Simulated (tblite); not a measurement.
C6H6ClN.
Atom-mapped SMILES: `[CH2:1]=[C:2]1[CH2:3][C@@H:4]([Cl:5])[C@@H:6]1[C:7]#[N:8]` (hydrogens: H9, H10 on C1; H11, H12 on C3; H13 on C4; H14 on C6)

Computed with GFN2-xTB (tblite), gas phase: L-BFGS steps from a force-field or distance-geometry start until the largest atomic force falls under 0.01 eV/Å.

Step 40: E = -633.9567 eV
```
atom  x, y, z in Å  |  force x, y, z in eV/Å
C1      1.5847   -0.1834    1.3285    0.131   0.024  -0.033
C2      0.5414   -0.2179    0.5319   -0.109   0.056  -0.102
C3     -0.2258   -1.3049   -0.1717    0.050   0.009   0.010
C4     -1.1585   -0.2410   -0.7655    0.112   0.083   0.036
Cl5    -2.8624   -0.4151   -0.3055   -0.013   0.056  -0.003
C6     -0.3820    0.8665   -0.0051   -0.033   0.011   0.059
C7      0.2120    1.8553   -0.8642   -0.007  -0.133  -0.044
N8      0.6683    2.6004   -1.6019    0.024   0.014   0.073
H9      1.9605    0.7447    1.7265    0.002  -0.021  -0.005
H10     2.1245   -1.0794    1.5880   -0.061   0.026   0.030
H11    -0.7320   -1.9959    0.4967    0.005  -0.068   0.077
H12     0.3446   -1.8739   -0.9027    0.011  -0.023  -0.041
H13    -1.1154   -0.1289   -1.8453   -0.046  -0.048  -0.124
H14    -0.9606    1.3731    0.7683   -0.067   0.013   0.068
```

Step 41: E = -633.9586 eV
```
atom  x, y, z in Å  |  force x, y, z in eV/Å
C1      1.5921   -0.1825    1.3202    0.067   0.028  -0.067
C2      0.5414   -0.2193    0.5315   -0.047   0.050  -0.045
C3     -0.2296   -1.3091   -0.1643    0.014   0.022   0.009
C4     -1.1534   -0.2415   -0.7698    0.052   0.045   0.005
Cl5    -2.8673   -0.4097   -0.3293    0.059   0.057  -0.020
C6     -0.3831    0.8652   -0.0020   -0.045   0.010   0.024
C7      0.2077    1.8598   -0.8575    0.027  -0.055  -0.079
N8      0.6603    2.6133   -1.5902   -0.018  -0.067   0.139
H9      1.9714    0.7460    1.7134   -0.001  -0.014  -0.010
H10     2.1318   -1.0778    1.5800   -0.047   0.006   0.029
H11    -0.7448   -1.9892    0.5120    0.038  -0.020   0.027
H12     0.3394   -1.8916   -0.8875   -0.017   0.002  -0.014
H13    -1.0998   -0.1300   -1.8519   -0.038  -0.059  -0.033
H14    -0.9667    1.3659    0.7733   -0.042  -0.005   0.036
```

**Question.** Estimate the geometry and energy of step 42. (The exact step hangs on the optimiser's Hessian estimate; all steps are aligned on step 41, rigid shifts and turns removed.)

**Answer.** E = -633.9604 eV, largest force 0.110 eV/Å
```
atom  x, y, z in Å  |  force x, y, z in eV/Å
C1      1.5969   -0.1813    1.3133    0.004   0.026  -0.079
C2      0.5412   -0.2193    0.5302    0.022   0.041   0.028
C3     -0.2307   -1.3113   -0.1604   -0.013   0.034  -0.006
C4     -1.1483   -0.2409   -0.7726   -0.039  -0.006  -0.021
Cl5    -2.8678   -0.4045   -0.3428    0.083   0.049  -0.024
C6     -0.3848    0.8649    0.0014   -0.047   0.004  -0.017
C7      0.2048    1.8601   -0.8540    0.015  -0.036  -0.025
N8      0.6561    2.6192   -1.5810    0.000  -0.049   0.099
H9      1.9778    0.7463    1.7055    0.002   0.007  -0.010
H10     2.1341   -1.0762    1.5761   -0.025  -0.019   0.021
H11    -0.7511   -1.9850    0.5203    0.050   0.008   0.005
H12     0.3364   -1.9029   -0.8787   -0.027   0.021  -0.001
H13    -1.0929   -0.1324   -1.8568   -0.013  -0.051   0.032
H14    -0.9723    1.3628    0.7775   -0.013  -0.028  -0.001
```

The energy changes by -0.0017 eV. The first-order estimate −F·Δx gives -0.0025 eV and the mean of the old and new forces, exact on a quadratic surface, -0.0017 eV. The step makes an angle of 75° with the force vector and moves no atom by more than 0.015 Å.

The cost below is that of the whole relaxation. Time: 0.75 s of wall time. Hardware: one thread of an Arm Neoverse N1, no GPU (shared host).
